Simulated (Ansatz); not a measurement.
The inner images of a band of ClF$_{2}$H$_{6}$N$_{2}$OTa (13 atoms, charge 0, multiplicity 1) are given out of order.

The calculation used RKS PBE/def2-SVP in Ansatz.

Initial state:

```xyz
13
Properties=species:S:1:pos:R:3
Ta 0.038 0.101 -0.073
O 1.953 -0.172 0.221
H 2.239 -0.957 0.725
F -0.198 0.151 1.830
F 0.053 -0.294 -1.956
Cl -1.735 1.713 -0.242
N -0.788 -1.696 0.042
H -1.139 -2.108 0.913
H -0.980 -2.295 -0.767
N 1.175 2.042 -0.936
H 0.964 2.142 -1.938
H 0.920 2.931 -0.485
H 2.190 1.897 -0.835
```

Final state:

```xyz
13
Properties=species:S:1:pos:R:3
Ta -0.296 0.394 -0.310
O 1.955 -0.354 -0.220
H 2.233 -0.516 0.703
F 0.084 0.695 1.538
F -0.095 -0.087 -2.135
Cl -2.387 1.417 -0.348
N -0.730 -1.541 0.040
H -0.857 -1.948 0.976
H -0.616 -2.299 -0.642
N 0.978 1.990 -0.786
H 1.151 2.293 -1.751
H 1.113 2.790 -0.156
H 2.159 0.619 -0.408
```

Q: Put them in order from the first end to the last, with their energies above the first end.
A.
```xyz
13
Properties=species:S:1:pos:R:3
Ta -0.275 0.328 -0.318
O 1.896 -0.295 -0.268
H 2.247 -0.541 0.609
F 0.027 0.669 1.536
F -0.140 -0.115 -2.157
Cl -2.295 1.495 -0.429
N -0.749 -1.571 0.087
H -0.798 -1.973 1.032
H -0.693 -2.332 -0.601
N 1.126 1.941 -0.743
H 1.184 2.309 -1.701
H 1.168 2.738 -0.094
H 1.994 0.801 -0.453
```
B.
```xyz
13
Properties=species:S:1:pos:R:3
Ta -0.106 0.103 -0.262
O 1.816 -0.387 -0.165
H 2.177 -0.837 0.617
F 0.018 0.644 1.574
F -0.070 -0.150 -2.152
Cl -2.026 1.525 -0.464
N -0.842 -1.684 0.143
H -1.013 -2.051 1.085
H -0.890 -2.436 -0.554
N 1.203 2.021 -0.787
H 1.156 2.392 -1.744
H 1.177 2.808 -0.126
H 2.092 1.506 -0.665
```
C.
```xyz
13
Properties=species:S:1:pos:R:3
Ta -0.196 0.187 -0.283
O 1.794 -0.360 -0.234
H 2.208 -0.641 0.600
F 0.027 0.679 1.554
F -0.144 -0.101 -2.162
Cl -2.185 1.500 -0.412
N -0.804 -1.637 0.117
H -0.850 -2.024 1.064
H -0.748 -2.384 -0.584
N 1.200 1.960 -0.761
H 1.213 2.322 -1.721
H 1.223 2.743 -0.098
H 1.954 1.210 -0.580
```
D.
```xyz
13
Properties=species:S:1:pos:R:3
Ta 0.036 0.077 -0.134
O 1.953 -0.232 0.118
H 2.248 -1.058 0.543
F -0.165 0.339 1.754
F 0.073 -0.360 -2.003
Cl -1.776 1.628 -0.459
N -0.792 -1.705 0.113
H -1.143 -2.055 1.011
H -1.000 -2.361 -0.647
N 1.176 2.072 -0.860
H 0.942 2.298 -1.836
H 0.950 2.908 -0.303
H 2.191 1.903 -0.799
```
E.
```xyz
13
Properties=species:S:1:pos:R:3
Ta -0.016 0.069 -0.224
O 1.905 -0.311 -0.044
H 2.202 -1.029 0.541
F -0.066 0.557 1.630
F 0.023 -0.291 -2.103
Cl -1.889 1.540 -0.559
N -0.800 -1.708 0.158
H -1.087 -2.039 1.086
H -0.968 -2.432 -0.549
N 1.180 2.066 -0.802
H 1.010 2.419 -1.753
H 1.037 2.851 -0.152
H 2.162 1.761 -0.731
```

A: D (0.00 eV), E (+0.03 eV), B (+0.17 eV), C (+0.52 eV), A (+1.07 eV).

Time of the run: 100 s on 4 threads of AMD EPYC 9R45 96-Core Processor (Zen 5), on a shared host, peak memory 0.25 GiB.
